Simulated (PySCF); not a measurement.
**Relaxation of doublet ZrOF**

Computed with PySCF, UPBE0, basis Zr def2-TZVP with ECP28, O def2-TZVP, F def2-TZVP (scalar-relativistic core potentials, no spin–orbit coupling, density fitting). A (50,194) grid was used.

A hand-made bent start, of Cs symmetry, held to at least that symmetry:

```xyz
3
charge 0 multiplicity 2, angstrom
Zr   -0.0786    0.0000   -0.3254
O    -1.5858    0.0000    0.7300
F     1.7072    0.0000    0.9250
```

At each step, columns x, y, z (Å) and Fx, Fy, Fz (eV/Å):

```
step 0  E − E(last) = 87.05 kJ/mol
Zr  -0.079   0.000  -0.325  -0.934   0.000   4.962
O   -1.586   0.000   0.730   3.787   0.000  -2.808
F    1.707   0.000   0.925  -2.853   0.000  -2.154
step 1  E − E(last) = 12.23 kJ/mol
Zr  -0.064   0.000  -0.236   1.682   0.000   0.673
O   -1.512   0.000   0.691  -0.047   0.000   0.229
F    1.619   0.000   0.874  -1.635   0.000  -0.902
step 2  E − E(last) = 3.17 kJ/mol
Zr  -0.019   0.000  -0.230  -0.079   0.000  -1.377
O   -1.451   0.000   0.708  -0.617   0.000   0.642
F    1.513   0.000   0.852   0.696   0.000   0.735
step 3  E − E(last) = 0.15 kJ/mol
Zr  -0.028   0.000  -0.263   0.121   0.000   0.082
O   -1.446   0.000   0.722   0.060   0.000  -0.003
F    1.517   0.000   0.871  -0.182   0.000  -0.079
step 4  E − E(last) = 0.00 kJ/mol
Zr  -0.026   0.000  -0.270  -0.001   0.000   0.029
O   -1.435   0.000   0.727   0.029   0.000  -0.025
F    1.503   0.000   0.873  -0.028   0.000  -0.003
step 5  E − E(last) = 0.00 kJ/mol
Zr  -0.026   0.000  -0.271   0.007   0.000  -0.002
O   -1.433   0.000   0.727  -0.004   0.000  -0.008
F    1.501   0.000   0.873  -0.002   0.000   0.011
```

It ends at Cs with Zr–F 1.908 Å, Zr–O 1.725 Å; F–Zr–O 108.1° (after a last refinement on a finer grid). A frequency run shows a minimum. Other isomers or separated fragments may lie lower.

Other spin states or occupations of the open shell can lie lower.

The relaxation took 8.6 s on 4 threads of a shared Arm Neoverse V1 host, with 102 basis functions and 6 gradients; the process peaked at 0.6 GiB.
